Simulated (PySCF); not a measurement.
## Atomic charges by several schemes

C7H8O2.
Cartesian coordinates in Å at the GFN2-xTB level; atoms count from 1:
```
atom  x, y, z in Å
C1    -0.5252    2.6178   -0.4904
C2    -0.1183    1.3733   -0.3056
C3     0.7740    0.4361   -1.0873
C4     0.6544   -0.5752    0.0694
O5     0.1184   -1.8356   -0.3384
C6     0.2984   -2.8622    0.4674
O7     0.8730   -2.8672    1.5158
C8    -0.3241    0.3717    0.7423
C9    -1.0751    0.2643    1.8253
H10   -0.2269    3.1850   -1.3555
H11   -1.1685    3.1098    0.2183
H12    0.3188    0.0656   -2.0040
H13    1.7795    0.7937   -1.2997
H14    1.5688   -0.7485    0.6460
H15   -0.1687   -3.7527    0.0110
H16   -1.0527   -0.6232    2.4355
H17   -1.7329    1.0592    2.1333
```

Density: PBE0/pcSseg-1 (PySCF); schemes: Mulliken, IAO, Hirshfeld and ESP-fitted. Isolated species at its GFN2-xTB geometry (one conformer only).

For which atoms does the sign change between the 4 schemes (beyond +0.03 e in one, beyond −0.03 e in another)?

C2.

Which atoms carry the lowest charge in the Mulliken, IAO, Hirshfeld and ESP-fitted schemes?

The schemes don't all agree: Mulliken O5 (-0.429); IAO O7 (-0.453); Hirshfeld O7 (-0.255); ESP-fitted C1 (-0.652).

Which atoms carry the highest charge in the Mulliken, IAO, Hirshfeld and ESP-fitted schemes?

All schemes agree: Mulliken C6 (+0.433); IAO C6 (+0.403); Hirshfeld C6 (+0.176); ESP-fitted C6 (+0.595).

Give the atomic charges in each scheme.

In e:

| atom | environment | Mulliken | IAO | Hirshfeld | ESP-fitted |
| --- | --- | --- | --- | --- | --- |
| C1 | terminal =CH2 carbon | -0.035 | -0.326 | -0.103 | -0.652 |
| C2 | fully substituted alkene carbon | -0.386 | +0.008 | -0.001 | +0.339 |
| C3 | allylic carbon | +0.018 | -0.285 | -0.075 | -0.437 |
| C4 | sp3 carbon bound to oxygen | -0.009 | +0.060 | +0.046 | +0.373 |
| O5 | ester single-bonded oxygen | -0.429 | -0.329 | -0.096 | -0.418 |
| C6 | ester carbonyl carbon | +0.433 | +0.403 | +0.176 | +0.595 |
| O7 | ester carbonyl oxygen | -0.412 | -0.453 | -0.255 | -0.518 |
| C8 | fully substituted alkene carbon | -0.202 | -0.011 | -0.011 | -0.138 |
| C9 | terminal =CH2 carbon | +0.002 | -0.305 | -0.089 | -0.409 |
| H10 | vinylic hydrogen | +0.112 | +0.156 | +0.050 | +0.235 |
| H11 | vinylic hydrogen | +0.116 | +0.156 | +0.050 | +0.237 |
| H12 | methylene hydrogen | +0.150 | +0.164 | +0.049 | +0.165 |
| H13 | methylene hydrogen | +0.144 | +0.154 | +0.051 | +0.136 |
| H14 | methine hydrogen | +0.148 | +0.158 | +0.043 | +0.065 |
| H15 | formyl hydrogen | +0.102 | +0.126 | +0.060 | +0.029 |
| H16 | vinylic hydrogen | +0.130 | +0.167 | +0.052 | +0.209 |
| H17 | vinylic hydrogen | +0.119 | +0.159 | +0.054 | +0.192 |

Mean size of the charges over all atoms: ESP-fitted 0.303 e, IAO 0.201 e, Mulliken 0.173 e, Hirshfeld 0.074 e. Each set sums to the total charge, 0, to within 0.001 e. The IAO scheme counts the electrons in orthogonalised intrinsic atomic orbitals, a minimal basis polarised so that it spans the occupied orbitals exactly.

How closely do the schemes follow one another over all atoms?

Correlation coefficient and root-mean-square difference: IAO with Hirshfeld 0.96, 0.148 e; IAO with ESP-fitted 0.92, 0.162 e; Hirshfeld with ESP-fitted 0.88, 0.272 e; Mulliken with Hirshfeld 0.77, 0.165 e; Mulliken with IAO 0.73, 0.169 e; Mulliken with ESP-fitted 0.53, 0.299 e.

Sum the charges by element.

| element | atoms | Mulliken | IAO | Hirshfeld | ESP-fitted |
| --- | --- | --- | --- | --- | --- |
| C | 7 | -0.180 | -0.457 | -0.057 | -0.331 |
| O | 2 | -0.841 | -0.781 | -0.351 | -0.936 |
| H | 8 | +1.020 | +1.238 | +0.408 | +1.267 |

How many electrons does the Hirshfeld scheme count on C3?

Z − q = 6 − (-0.075) ≈ 6.076.
